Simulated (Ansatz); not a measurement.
Stepwise reaction of `CN(C)B(O)O` with hydrogen fluoride, as a gas-phase model of exchange steps in deposition or etching. ΔE in kJ/mol; ΔG adds harmonic PBE0-D4 terms to CCSD(T)/CBS, at 1 bar.

Isolated molecules relaxed with PBE0-D4/def2-TZVP in Ansatz; ΔE leaves out vibrations. CBS: MP2 limit from def2 TZ/QZ plus the TZ coupled-cluster correction, frozen cores. This one scheme is used for every species. DFT in def2-TZVPP. B3LYP here is the variant with VWN-RPA as its local correlation; programs differ in this. Each species was taken in one conformer, which may not be the lowest.

```
step                                 reaction  PBE-D4  B3LYP-D4  ωB97M-V  CCSD(T)/CBS  ΔG(500 K)
   1  `CN(C)B(O)O` + H–F → `CN(C)B(O)F` + H₂O   -21.8     -24.1    -23.3        -21.0      -24.2
```

**Question.** Give the row of step 2, `CN(C)B(O)F` + H–F → `CN(C)B(F)F` + H₂O. (Best estimate.)

**Answer.** Computed: 
```
step                                 reaction  PBE-D4  B3LYP-D4  ωB97M-V  CCSD(T)/CBS  ΔG(500 K)
   2  `CN(C)B(O)F` + H–F → `CN(C)B(F)F` + H₂O   -31.4     -34.6    -34.2        -31.9      -29.3
```

**Question.** By hand: ΔE of the 2 steps together at CCSD(T)/CBS.

**Answer.** (-21.0) + (-31.9) = -52.9 kJ/mol, or -26.4 kJ/mol a step.

In ΔE each step is lower than the one before. All are downhill at CCSD(T)/CBS. ΔG lies between -29.3 and -24.2 kJ/mol a step. PBE-D4 differs from CCSD(T)/CBS by -0.8 to 0.5 kJ/mol a step. Only this route is followed, and other bonds may react first. Isolated molecules leave out the surface, adducts and barriers. Largest T1 diagnostic: 0.011.
